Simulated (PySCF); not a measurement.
Working with the constants of HI⁺

UHF-CCSD(T) constants of HI⁺, ²Π (doublet), unpaired electrons π ↑ (basis H x2c-SVPall, I x2c-SVPall; spin-free X2C with a Gaussian nucleus; PySCF 2.14; masses 1.0078 and 126.9045 u):

| Property | Result |
| --- | --- |
| ωe | 2225.2 cm⁻¹ |
| ωexe | 40.9 cm⁻¹ |
| Be | 6.3164 cm⁻¹ |
| αe | 0.173 cm⁻¹ |
| D (centrifugal) | 0.000204 cm⁻¹ |
| De to H + I⁺ | 3.05 eV |

Question: Give the vibrational terms G(v) and spacings up to v = 6.

Answer: G(v) = ωe(v+½) − ωexe(v+½)².

```csv
v,G(v) (cm⁻¹),G(v) − G(v−1),Bv (cm⁻¹)
0,1102,,6.230
1,3246,2143,6.057
2,5307,2062,5.884
3,7287,1980,5.711
4,9185,1898,5.538
5,11001,1816,5.365
6,12736,1734,5.192
```

Question: How well does the Morse estimate ωe²/(4ωexe) reproduce De, and what is D0?

Answer: It gives 3.75 eV, 123 % of the computed De. D0 = De − G(0) = 3.05 − 0.14 = 2.91 eV.

Correlated steps freeze 18 core orbitals. Correlated levels converge slowly with the basis: in double zeta they bind strong bonds too weakly, by up to about 1 eV, and carry superposition errors of some tenths. These are scalar-relativistic numbers at best; spin–orbit coupling would shift them, the dissociation energy most. For an ion De counts to the pair picked by the measured ionisation energies or electron affinities, which need not be the lowest pair at this level. The state is the lowest determinant that a PBE0 search found; another state may lie lower at other levels.
